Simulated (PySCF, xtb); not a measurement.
Si(F)2(GeH3)(OH) (F₂GeH₄OSi), SMILES O[Si](F)(F)[GeH3].

GFN2-xTB in xtb at its own geometry gives an orbital gap of 6.41 eV and a dipole moment of 1.68 D.

Geometry: ωB97X-D3(BJ)/def2-SVP. This is a generated structure with no PubChem entry under its InChIKey; it may be hypothetical. The values are those of a single conformer.

**Question.** What does PySCF with CAM-B3LYP/def2-TZVP give? (Estimate from the structure and the level; the computed values follow.)

**Answer.** gap 11.44 eV (levels -10.41 and 1.03 eV), dipole 1.07 D.
